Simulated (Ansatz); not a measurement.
`[F][GeH]([F])[O][SiH3]`, charge 0, multiplicity 1.

(1) Give a relaxed structure at PBE0-D4/def2-TZVP (Ansatz 0.2.0). (An estimate is asked.)

Answers

(1) The calculation gave: 
Z-matrix (Å, degrees):
```
Ge
F 1 1.718
O 1 1.730 2 108.3
F 1 1.717 2 104.7 3 115.5
H 1 1.517 2 111.3 3 -124.4
Si 3 1.652 1 137.1 2 51.3
H 6 1.483 3 107.9 1 132.7
H 6 1.483 3 108.9 1 -108.2
H 6 1.485 3 110.5 1 12.4
```
This is one stationary point; other conformers may exist.
